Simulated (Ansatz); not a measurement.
## Ansatz (development build ahead of 0.2.0) run

```yaml
crystal:
  periodic: [false, false, false]
  atoms:
    - { symbol: Be, position_ang: [0.0, 0.0, 0.0] }
    - { symbol: F, position_ang: [0.0, 0.0, 1.361] }
basis:
  gaussian: { orbitals: def2-SVP }
magnetization:
  spin_polarized: true
  initial_magnetization: 1
hamiltonian:
  xc: hf
correlation:
  method: mp2
  frozen_orbitals: { Be: 0, F: 1 }
scf:
  omitted_lower_state_checks: [stability, starts, atomic_configurations, cluster_reference, orbital_swaps, given_window_search, neighbouring_geometries, increment]
```

The input is written out in the form of the current development build from the run's settings.

Results

- Converged: yes
- Reference energy: -114.00667 hartree
- Correlation energy: -0.20586 hartree
- Total energy: -114.21253 hartree
- Spin squared of the determinant: 0.751
- Occupied orbitals by symmetry in an Abelian subgroup (alpha; beta): 5 A1 1 B1 1 B2; 4 A1 1 B1 1 B2

Messages of the program:
```
mean field -3102.27961022 eV, -114.0066728748 hartree, gradient 2.8e-6 eV, S^2 0.751354; 0 other ends of a descent, 0 dependent functions left out
```
